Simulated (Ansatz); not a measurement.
H2OSi, SMILES `O=[SiH2]` (charge 0, multiplicity 1).

Computed with frozen-core CCSDT(Q)/cc-pVTZ // PBE0-D3(BJ)/def2-TZVP (Ansatz, a program for electronic structure).

Ansatz 0.2 input:
```yaml
crystal:
  periodic: [false, false, false]
  atoms:
    - { symbol: O, position_ang: [1.401988, -0.508558, -0.410483] }
    - { symbol: Si, position_ang: [0.033276, -0.012072, 0.011056] }
    - { symbol: H, position_ang: [-1.225536, -0.77564, -0.186654] }
    - { symbol: H, position_ang: [-0.209728, 1.29627, 0.671329] }
basis:
  gaussian: { orbitals: cc-pVTZ }
correlation:
  method: ccsdt_q
```

Output:

```
Functional definition: HF
1148 factors; integrals over basis functions are off by at most 1.5e-7 eV
mean field evaluation 1: about -9927.2002 eV, gradient 4.7e1 eV
mean field evaluation 2: about -9927.2100 eV, gradient 4.7e1 eV
mean field evaluation 4: about -9931.6032 eV, gradient 2.6e0 eV
mean field evaluation 8: about -9931.6373 eV, gradient 2.0e-1 eV
mean field evaluation 16: about -9931.6192 eV, gradient 5.4e-1 eV
mean field -9931.63781469 eV, -364.9809577839 hartree, gradient 9.4e-6 eV, S^2 0.000000; 0 other end points of the search recorded, 0 dependent functions left out
6 core orbitals not correlated
reference -9931.63781469 eV, -364.9809577839 hartree; 6, 6 occupied and 80, 80 virtual orbitals, 1148 factors
second order -9.84178770 eV of doubles, -0.00000000 eV of singles
cycle   1  -9.67504213 eV  change    1.7e-1 eV  update   1.2e-1
cycle   2  -10.20760449 eV  change   -5.3e-1 eV  update   8.4e-2
cycle   3  -10.59691782 eV  change   -3.9e-1 eV  update   3.1e-2
cycle   4  -10.57949870 eV  change    1.7e-2 eV  update   1.3e-2
cycle   5  -10.55142077 eV  change    2.8e-2 eV  update   7.2e-3
cycle   6  -10.55981296 eV  change   -8.4e-3 eV  update   3.5e-3
cycle   7  -10.56699394 eV  change   -7.2e-3 eV  update   1.2e-3
cycle   8  -10.56631332 eV  change    6.8e-4 eV  update   6.3e-4
cycle   9  -10.56517436 eV  change    1.1e-3 eV  update   2.5e-4
cycle  10  -10.56540622 eV  change   -2.3e-4 eV  update   1.2e-4
cycle  11  -10.56514934 eV  change    2.6e-4 eV  update   5.1e-5
cycle  12  -10.56513284 eV  change    1.7e-5 eV  update   2.3e-5
cycle  13  -10.56513132 eV  change    1.5e-6 eV  update   1.1e-5
cycle  14  -10.56513576 eV  change   -4.4e-6 eV  update   5.2e-6
cycle  15  -10.56513174 eV  change    4.0e-6 eV  update   2.0e-6
cycle  16  -10.56513080 eV  change    9.4e-7 eV  update   1.4e-6
perturbative correction -0.03286577 eV, -0.0012077948 hartree
Total energy: -9942.23581126 eV, -365.3704269742 hartree
```
